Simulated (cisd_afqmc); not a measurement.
Input (AFQMC/CISD/cc-pV(D+d)Z; cisd_afqmc is a phaseless AFQMC code with CISD trial states that reads the integrals written by Ansatz): A basis named .json is the Basis Set Exchange file of that set.

Ansatz 0.2 input:
```python
import cisd_afqmc

open("ham.yaml", "w").write("""\
crystal:
  periodic: [false, false, false]
  atoms:
    - {symbol: B, position_ang: [-0.32857347, 0.29832465, 1.73391123]}
    - {symbol: H, position_ang: [-1.05498685, 0.94192973, 2.42979924]}
    - {symbol: H, position_ang: [0.50397072, -0.43293017, 2.19311169]}
    - {symbol: O, position_ang: [-0.46394816, 0.41081811, 0.39684648]}
    - {symbol: Si, position_ang: [0.30986262, -0.27761277, -0.90198525]}
    - {symbol: H, position_ang: [0.90136225, 0.81053550, -1.70659070]}
    - {symbol: H, position_ang: [-0.69921045, -1.00594662, -1.69736550]}
    - {symbol: H, position_ang: [1.36524038, -1.20517782, -0.43548914]}
basis:
  gaussian:
    orbitals: cc-pV_D+d_Z.json
magnetization: {spin_polarized: false}
correlation: {method: ccsd, electrons: outside_noble_gas, hamiltonian_folder: ham}
""")
rep = cisd_afqmc.ansatz("ham.yaml")
e_ccsd = rep["correlation"]["coupled_cluster"]["energy"]["hartree"]
out = cisd_afqmc.run("ham", e_ccsd, trial="CISD", walkers=100, populations=8, threads=8, dt=0.005, steps=40, early=24, settle=10, least=32,
    cut=5e-5, rank_cut=2e-4, target=0.0004, seconds=1500, seed=1, memory=17280, gpu=False)
```

Output:

```
orbitals 69, occupied [9], factors 416 of 728, rank of the doubles 201 of 540
E(HF) = -391.466453
E(CCSD) on the cut factors = -391.878781, shift to the whole factors -0.000017
Energy of the trial state on the determinant = -391.878747
  tau behind 7.2 of longer steps, mean of the populations' last blocks
   2.0  -391.89128
   4.0  -391.88954
   6.0  -391.88971
   8.0  -391.88970
  10.0  -391.88951
  12.0  -391.89034
  14.0  -391.89006
  16.0  -391.89119
blocks 698 (1 outliers left out), error by blocks joined: 1: 0.00021, 2: 0.00025, 4: 0.00030, 8: 0.00036, 16: 0.00039
E(AFQMC/CISD) = -391.88981 +/- 0.00039
```
